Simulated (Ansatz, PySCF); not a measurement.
CH5NOTe. Atoms are numbered in the order given.

```xyz
9

Te    -0.1072    -0.1302     0.5484
O      1.0484     0.9148    -0.7437
C      1.5635     0.2284    -1.8615
H      0.7693    -0.1094    -2.5568
H      2.2116     0.9328    -2.4112
H      2.1694    -0.6566    -1.5863
N     -1.8788    -0.2670    -0.4245
H     -1.8648    -0.8444    -1.2632
H     -2.3285     0.6280    -0.6109
```
Charge 0, spin multiplicity 1.

Geometry optimised at B3LYP-D3(BJ)/def2-SVP. This is a generated structure with no PubChem entry under its InChIKey; it may be hypothetical. The def2 effective core potentials stand for the cores of Te; spin–orbit coupling is left out. The values are those of a single conformer.

Vertical ionisation energy (IE) and electron affinity (EA) in eV. Rows of orbital energies are one-electron estimates. Where ΔSCF, EOM or ADC give a negative EA the extra electron is unbound and the value depends on the basis.

```tsv
level	IE	EA
−ε(HOMO), −ε(LUMO), PBE0/def2-TZVP (PySCF)	6.15	1.25
−ε(HOMO), −ε(LUMO), PBE/def2-TZVP (PySCF)	5.02	2.09
ΔSCF, CAM-B3LYP/def2-SVPD (Ansatz), final states of multiplicity 2 and 2	8.50	-0.35
ΔSCF, PBE/def2-SVPD (Ansatz), final states of multiplicity 2 and 2	8.18	-0.23
```

Question: What vertical singlet–triplet gap does ΔSCF give with CAM-B3LYP/def2-SVPD (Ansatz, an electronic-structure program) and with PBE/def2-SVPD (Ansatz)? (An estimate is asked for; the answer gives what the named calculation found.)

Answer: 2.81 and 2.66 eV (triplet above singlet where positive).
